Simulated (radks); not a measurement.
Numerical settings for neutral ytterbium, [Xe] 4f14 6s2. Method: scalar-relativistic Kohn-Sham, PBE, spin-polarised, spherical densities, finite nucleus; Fermi nuclear charge, rms radius 5.3108 fm; computed with a radial shooting solver on a logarithmic mesh with Libxc functionals. The defaults (mesh step 0.008 in ln r, mesh end at 40 bohr or more with all orbitals vanishing there, Anderson mixing 0.5 over 9 steps, residual threshold near 1e-9 with the energy settled to 1e-9 hartree or 1e-11 of itself, here a cap of 56 iterations) give E = -14058.1415 hartree and 4f at -3.021 eV in 37 iterations. Run on one thread of a shared host, so times are rough (Intel(R) Xeon(R) 6975P-C): 0.56 s of CPU time, 0.56 s wall, 37 iterations on 2440 mesh points. Changes against that run (0 stands for a change within the tolerance of the run):

setting,iterations,converged,E (mhartree),e(4f) (meV),CPU (s)
mesh step in ln r 0.02,36,yes,0,0,0.23
mesh step in ln r 0.2,4,no,diverged,-,0.01
mesh step in ln r 0.03,41,yes,-0.00102,0,0.2
mesh end (bohr) 1,15,level above zero,+3.05e+05,+3.81e+05,0.18
mesh end (bohr) 5,18,level above zero,+247,+3.81e+03,0.22
residual threshold 1e-05,29,yes,0,-0.204,0.46
residual threshold 0.1,29,yes,0,-0.204,0.46
mixing 1.5,45,yes,0,0,0.75
"linear mixing, mixing 0.8",56,no,+1.73e+05,-1.62e+03,1.7
"linear mixing, mixing 0.5",56,no,+1.23e+05,+3.03e+03,1.2
mixing history 3,20,yes,0,0,0.26
iteration cap 8,8,no,+562,-1.99e+04,0.15

Settled on a wrong energy, with an occupied level pushed above zero by the early mesh end: mesh end (bohr) 1 (+305 hartree); mesh end (bohr) 5 (+0.247 hartree). Apart from these: no run marked as converged misses the energy by more than 1 mhartree. A mesh that ends early acts as a hard wall.
